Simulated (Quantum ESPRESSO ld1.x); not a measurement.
Results of a calculation; reference values are marked as such.
Task: The table gives one normalised radial function P(r) = r R(r) of Cs in [Xe] 6s1 (r in bohr). Code: ld1.x of Quantum ESPRESSO 7.5. Model: scalar-relativistic Kohn-Sham, revPBE, spin-unpolarised, spherical densities, point nucleus.

r	P
0.00552	0.1011
0.007663	0.1184
0.01064	0.1295
0.01477	0.1262
0.0205	0.0976
0.02846	0.0343
0.0395	-0.0627
0.05484	-0.1658
0.07613	-0.2107
0.1057	-0.1215
0.1467	0.1040
0.2037	0.2998
0.2827	0.2062
0.3925	-0.1949
0.5448	-0.4677
0.7563	-0.1650
1.05	0.4986
1.457	0.8816
2.023	0.7318
2.809	0.3488
3.899	0.0943
5.412	0.0133
7.513	0.0008
10.43	0.0000
14.48	0.0000
20.1	0.0000
27.9	0.0000

Which n and l does it have? It may be an empty orbital.

Result: n = 5, l = 0: the number of nodes gives n - l - 1 = 4, the rise at small r (about r^(l+1), flatter next to the nucleus through relativity) gives l, and the extent must fit the shell. The curve is that of 5s. 5s: eigenvalue -26.731 eV, 4 radial nodes at r = 0.0323, 0.128, 0.340, 0.824 bohr, <r> = 1.74 bohr, 90 % of the charge inside 2.52 bohr.
